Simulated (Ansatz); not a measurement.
Input file for Ansatz (an electronic-structure program): U-wB97X-V/cc-pVTZ on BeH3N (SMILES [BeH][NH2]), a point of a bond scan (R = 1.109 Å).

Ansatz 0.2 input:
```yaml
crystal:
  periodic: [false, false, false]
  atoms:
    - {symbol: Be, position_ang: [-0.55549601, -0.10298035, -0.76701060]}
    - {symbol: H, position_ang: [-1.33100906, -0.24674845, -1.83781348]}
    - {symbol: N, position_ang: [0.31947459, 0.05922564, 0.44112000]}
    - {symbol: H, position_ang: [1.11774116, -0.64513768, 0.75146744]}
    - {symbol: H, position_ang: [0.27149950, 0.82519504, 1.09476189]}
basis:
  gaussian:
    orbitals: cc-pVTZ
hamiltonian:
  xc: {name: wB97X-V}
magnetization: {spin_polarized: true, initial_magnetization: 0}
```

The head of its log:

```
WARN ansatz: RAYON_NUM_THREADS=1 ignored (pool sized by the plan → 1); use --threads N
Functional definition: wB97X-V
integrals: 0.03 GiB planned
517 factors; their error is unknown
integrals: 0.06 GiB planned
141 factors; integrals over basis functions are off by at most 6.4e-5 eV
mean field: 0.39 GiB planned
mean field evaluation 1: about -1936.1703 eV, gradient 3.4e1 eV
mean field evaluation 2: about -1936.0387 eV, gradient 3.5e1 eV
```

Problem. Give the final energy of this run.

Solution. -71.3211 hartree.
